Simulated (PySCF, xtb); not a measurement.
C8H5N5, SMILES C1=CC2=NC=NC3=NC=CC(=N1)N23.

GFN2-xTB in xtb 6.7.1 at its own geometry gives an orbital gap of 1.98 eV and a dipole moment of 2.72 D.

Geometry: B3LYP-D3(BJ)/def2-SVP.

**Question.** What does PySCF with PBE/def2-SVP give? (Estimate from the structure and the level; the computed values follow.)

**Answer.** gap 2.04 eV (levels -5.42 and -3.38 eV), dipole 2.43 D.
